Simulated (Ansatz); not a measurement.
Reactions of C$_{3}$H$_{6}$ClFSi (`C=CC[SiH](F)Cl`).

Gas-phase electronic energies from Ansatz, PBE0-D4/def2-TZVP geometries. CBS: MP2 limit from def2 TZ/QZ plus the TZ coupled-cluster correction, frozen cores. This one scheme is used for every species. Each species was taken in one conformer, which may not be the lowest.

(1) Order these by ΔE at CCSD(T)/CBS, lowest first. (Best estimate.)
A. `C=CC[SiH](F)Cl` + `O[SiH3]` → `C=CCO[SiH3]` + `F[SiH2]Cl`
B. `C=CC[SiH](F)Cl` + CH₃SH → `C=CSC` + `C[SiH](F)Cl`
C. `C=CC[SiH](F)Cl` + `S[SiH2]Cl` → `F[SiH](Cl)S[SiH2]Cl` + `C=CC`
D. `C=CC[SiH](F)Cl` + `C=CC` → `C=CCCC=C` + `F[SiH2]Cl`
E. `C=CC[SiH](F)Cl` + `N=C=O` → `O=C=N[SiH](F)Cl` + `C=CC`
F. `C=CC[SiH](F)Cl` + `O[Si](F)(F)F` → `C=CO[Si](F)(F)F` + `C[SiH](F)Cl`

Largest T1 diagnostic: 0.018, for `N=C=O`.

Results:

(1) E (-93.6 kJ/mol), C (-55.9 kJ/mol), B (-5.9 kJ/mol), F (+36.6 kJ/mol), D (+51.0 kJ/mol), A (+100.5 kJ/mol).
